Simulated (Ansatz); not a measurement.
Consider the hydrogenolysis of a C–S bond: `BC(=C)S` + H₂ → `BC=C` + H₂S.

Gas-phase electronic energies from Ansatz, PBE0-D4/def2-TZVP geometries. CCSD(T)/CBS is the MP2 limit (def2-TZVPP, def2-QZVPP) plus CCSD(T) − MP2 in def2-TZVPP, frozen cores. This one scheme is used for every species. Functionals use def2-TZVPP. Each species was taken in one conformer, which may not be the lowest.

`BC(=C)S`:

```xyz
9

B    -0.728   -0.001    1.022
C     0.175    0.102   -0.218
C     0.451   -1.017   -0.911
S     0.849    1.643   -0.743
H    -1.153   -1.077    1.323
H    -1.007    0.959    1.679
H     1.079   -1.034   -1.797
H     0.033   -1.961   -0.583
H     0.300    2.386    0.228
```

H₂:

```xyz
2

H     0.237    0.114    0.264
H    -0.237   -0.114   -0.264
```

`BC=C`:

Z-matrix (Å, degrees):
```
B
C 1 1.534
H 1 1.197 2 122.0
H 1 1.199 2 118.7 3 180.0
C 2 1.339 1 120.5 3 180.0
H 2 1.089 1 121.7 3 -0.0
H 5 1.086 2 120.6 1 0.0
H 5 1.087 2 123.0 1 -180.0
```

H₂S:

Z-matrix (Å, degrees):
```
S
H 1 1.341
H 1 1.341 2 92.3
```

```
        level  ΔE (kcal/mol)
       B97M-V          -13.4
      r2SCAN0          -13.2
      LC-ωPBE          -14.6
CCSD/def2-SVP          -17.3
```

Q: What does CCSD(T)/CBS give? (Best estimate.)

A: Computed: -13.0 kcal/mol. The listed levels differ from it by -0.4, -0.2, -1.6, -4.3 kcal/mol.

Largest T1 diagnostic among the species: 0.012.

The D4 term adds +2.6 kcal/mol with B3LYP and +1.3 kcal/mol with PBE0; it sums over pairs of atoms, weighted by their polarisabilities, and B3LYP, whose exchange is more repulsive, gets the larger term. In def2-TZVPP, CCSD(T) changes the Hartree–Fock value by +7.2 kcal/mol (the triples alone add +1.9 kcal/mol) and MP2 by +9.2 kcal/mol. Leaving LDA and LC-ωPBE aside and taking each functional with its dispersion term where it has one, the values, not all of them listed here, spread over 6.5 kcal/mol, from BHLYP-D4 to revPBE-D4. LDA lies +2.1 kcal/mol from PBE without D4.

B3LYP here is the variant with VWN-RPA as its local correlation; programs differ in this.
